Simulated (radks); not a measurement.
Initial-state core-level shifts of neutral sulfur when its valence configuration changes from [Ne] 3s2 3p4. Calculated with a radial shooting solver on a logarithmic mesh with Libxc functionals: Dirac Kohn-Sham, PBE, spin-unpolarised, spherical densities, finite nucleus; open shells are shared between the two j in proportion to 2j + 1; Fermi nuclear charge, rms radius 3.2611 fm. Shifts are changes of the shell-averaged eigenvalues in eV (positive: less bound); the change of the density at the nucleus, which sets a Mossbauer isomer shift, is in e/bohr^3, on a base of 2947.

[
 {"valence": "3s1.5 3p4.5", "1s": "-0.749", "2s": "-0.731", "2p": "-0.724", "density at nucleus": "-4.7704"},
 {"valence": "3s1 3p5", "1s": "-1.476", "2s": "-1.442", "2p": "-1.428", "density at nucleus": "-9.6422"},
 {"valence": "3p6", "1s": "-2.869", "2s": "-2.812", "2p": "-2.782", "density at nucleus": "-19.6698"},
 {"valence": "3s0.5 3p5.5", "1s": "-2.182", "2s": "-2.135", "2p": "-2.114", "density at nucleus": "-14.6102"}
]
